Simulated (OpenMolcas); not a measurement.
Rh5+ in a point-charge field

Rh5+ among 5 point charges of -1.5 e arranged as a trigonal bipyramid (D3h), 2.01 Å from the ion, with the axial distance 2.171 Å.
```
   2.0100    0.0000    0.0000  -1.50
  -1.0050    1.7407    0.0000  -1.50
  -1.0050   -1.7407    0.0000  -1.50
   0.0000    0.0000    2.1708  -1.50
   0.0000    0.0000   -2.1708  -1.50
```

```
Program             : OpenMolcas
Method              : CASSCF
Basis               : ANO-RCC-VDZP [6s5p3d1f]
Scalar Hamiltonian  : DKH2, point nucleus
Active space        : 4 electrons in 5 orbitals (4d)
State averaging     : 2S+1 = 5 even, 5 roots; 2S+1 = 3 even, 45 roots; 2S+1 = 1 even, 50 roots
Spin-orbit coupling : RASSI with atomic mean-field integrals over the reference wave functions
```

The lowest spin-free states (labels of D3, the rotations of D3h), above the lowest:

```
State  Degeneracy  E (cm-1)  Free-ion L (%)
  5A1           1       0.0         D (100)
   5E           2      1948         D (100)
   5E           2      2883         D (100)
  3A2           1     21259          H (87)
  3A1           1     21265          H (87)
   3E           2     21858          H (97)
   3E           2     22799          H (93)
   3E           2     22875          H (59)
  3A2           1     23495          H (82)
   3E           2     24173         H (100)
  3A2           1     24701          P (54)
   3E           2     25552          H (39)
   3E           2     25770          F (91)
   3E           2     26979          F (78)
  3A1           1     27117          G (98)
  3A2           1     27143          F (75)
  3A1           1     27146          F (75)
   3E           2     27741          G (97)
   3E           2     28621          G (76)
  3A2           1     28953          F (52)
```

The lowest levels with spin-orbit coupling:

```tsv
E (cm-1)	Degeneracy	Label	2S+1	g
0.0	1	A1	5	
415.5	2	E	5	0.00 0.00 3.73
1193	2	E	5	0.00 0.00 7.68
1204	1	A2	5	
1631	1	A1	5	
2245	2	E	5	0.00 0.00 0.77
3088	2	E	5	0.00 0.00 4.58
3878	1	A1	5	
3878	1	A2	5	
3904	2	E	5	0.00 0.00 5.37
4332	1	A2	5	
5014	1	A1	5	
5073	2	E	5	0.00 0.00 11.96
5233	2	E	5	0.00 0.00 2.11
5502	2	E	5	0.00 0.00 5.71
5646	2		5	0.00 0.00 9.48
20735	1	A1	3	
21505	2	E	3	0.00 0.00 2.55
21512	1	A1	3	
21515	1	A2	3
```

Powder χT (cm3 K/mol): 0.00654 at 2 K, 0.0327 at 10 K, 0.163 at 50 K, 0.327 at 100 K, 0.627 at 200 K, 0.843 at 300 K. The effective moment at 300 K is 2.828 √(χT) = 2.60 μB.

The lowest level has 2S+1 = 5, for which the spin-only value is χT = S(S+1) / 2 = 3.000 cm3 K/mol (g = 2). The computed 0.843 at 300 K differs by -2.157, through orbital momentum, spin-orbit coupling and any other state in reach.

Spin-orbit coupling mixes the spin-free states strongly: the lowest level takes only 56 % from its leading state, 5A1. Without dynamic correlation the repulsion within the d shell is too large (B by tens of per cent), so at a given field states of lower spin stand too high. Point charges give a weaker field than real ligands, and real ions of this kind are as a rule low spin; the high spin found here belongs to the model. The ground term spreads over less than 5000 cm-1, several times less than with real ligands, so orbital moments are less quenched and χT lies further from the spin-only value than at real sites. This is an electrostatic model: the charges have no orbitals. No measured value stands beside these numbers.

With an even number of electrons the g values are those of a degenerate or nearly degenerate non-Kramers pair.
